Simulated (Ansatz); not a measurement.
System: C$_{3}$H$_{6}$O, charge 0, singlet. C3H6O (SMILES C=CCO).
B3LYP-D3(BJ)/def2-TZVP minimum from Ansatz (a program for electronic structure):
```
C
C 1 1.3271
H 2 1.0825 1 121.90
H 2 1.0847 3 116.79 1 179.46
H 1 1.0863 2 120.26 3 -1.03
C 1 1.4963 5 115.57 2 178.75
H 6 1.0922 1 110.53 5 60.03
H 6 1.0967 7 107.77 1 -120.37
O 6 1.4280 7 105.02 8 -118.62
H 9 0.9640 6 107.86 7 -175.79
```
Charge 0, spin multiplicity 1.

Property: atomisation energy (electronic, to ground-state atoms), in kJ/mol. Radicals and triplets start from unrestricted determinants; spin-orbit coupling is neglected. CBS(X,Y): correlation extrapolated as X^-3, Hartree-Fock from the larger set. A bracket is a step between two methods taken in the basis named. Functionals run without relativity, which enters their misses. Double hybrids freeze cores in their MP2 part. '+ core + X2C': CCSD(T) terms for core correlation (cc-pwCVTZ) and scalar relativity (cc-pVTZ-DK). Where a partner has so few electrons that a lower coupled-cluster level is exact, that level stands in.

CCSD(T)/CBS(cc-pVTZ,cc-pVQZ) + [CCSDT(Q) - CCSD(T)]/cc-pVDZ + core + X2C (Ansatz) gives 4015.0 kJ/mol.

What does PBE/def2-TZVPD (Ansatz) give here, and how do the other levels compare?

PBE gives 4084.8 kJ/mol, 69.8 kJ/mol above it. Differences of the others: r2SCAN/def2-TZVPD (Ansatz) -14.6; wB97M-V/def2-TZVPD (Ansatz) -9.1; B2PLYP/def2-TZVPD (Ansatz) -60.1; CCSD(T)/CBS(cc-pVTZ,cc-pVQZ) + core + X2C (Ansatz) -3.1 kJ/mol. Nearer than PBE: r2SCAN/def2-TZVPD, wB97M-V/def2-TZVPD, B2PLYP/def2-TZVPD, CCSD(T)/CBS(cc-pVTZ,cc-pVQZ) + core + X2C.
